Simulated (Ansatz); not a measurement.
A series at Nb: from `[F][Nb]([Cl])([Cl])([Cl])[Cl]`, ligands are replaced one by one, each step taking up H–F and setting free HCl; n counts the steps. Ansatz, PBE0-D4/def2-TZVP geometries.

```
n                         molecule  zero-point energy, PBE0-D4/def2-TZVP (kJ/mol)
0  `[F][Nb]([Cl])([Cl])([Cl])[Cl]`                                           20.3
1   `[F][Nb]([F])([Cl])([Cl])[Cl]`                                              ?
2    `[F][Nb]([F])([F])([Cl])[Cl]`                                           25.3
3     `[F][Nb]([F])([F])([F])[Cl]`                                           27.7
4      `[F][Nb]([F])([F])([F])[F]`                                           30.2
```

Problem. By hand: fit a straight line y = ȳ + b (n − n̄) to the 4 given rows and predict n = 1.

Solution. n̄ = 2.250, ȳ = 25.88; Σ(n − n̄)(y − ȳ) = 21.62, Σ(n − n̄)² = 8.750, so b = 2.47 kJ/mol a step. Prediction: 25.88 + (2.47) × (-1.250) = 22.8 kJ/mol.

Problem. By hand: compare with the computed value, 22.9 kJ/mol, and give the steps along the whole series.

Solution. The line misses by 0.1 kJ/mol (computed minus predicted). Steps: 2.6, 2.4, 2.4, 2.5 kJ/mol.

The steps differ by at most 0.2 kJ/mol, 8 % of a mean step, so the ligands' effects nearly add and a line is close. The miss is 1.0 % of the series' range.
